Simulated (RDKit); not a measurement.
Input file for RDKit: UFF on ClH6PSi (a complex).

```python
from rdkit import Chem
from rdkit.Chem import AllChem, rdDetermineBonds

blocks = [
'''4

P     0.11014149   -0.29786893    0.05658711
H     1.35459819   -0.92604765    0.31148296
H     0.32097764   -0.24325078   -1.34628937
H     0.62145483    1.00530653    0.27668708
''',
'''5

Si   -0.89776156   -0.71480738    4.17907302
Cl    0.92975965    0.06963001    3.60376532
H    -1.59950580    0.30261125    4.98590197
H    -0.64340221   -1.92472457    4.98531816
H    -1.66634011   -1.04455194    2.96555684
''',
]
mol = None
for b in blocks:
    f = Chem.MolFromXYZBlock(b)
    rdDetermineBonds.DetermineBonds(f, charge=0)
    mol = f if mol is None else Chem.CombineMols(mol, f)
Chem.SanitizeMol(mol)
print(Chem.MolToSmiles(Chem.RemoveHs(mol)))
ff = AllChem.UFFGetMoleculeForceField(mol, vdwThresh=100.0, ignoreInterfragInteractions=False)
e = ff.CalcEnergy()
print(f'UFF energy {e:.6f} kcal/mol')
```

The log:

```
P.[SiH3]Cl
UFF energy 0.036835 kcal/mol
```

The run finished.

Cost: around 0.05 core-seconds (rough).
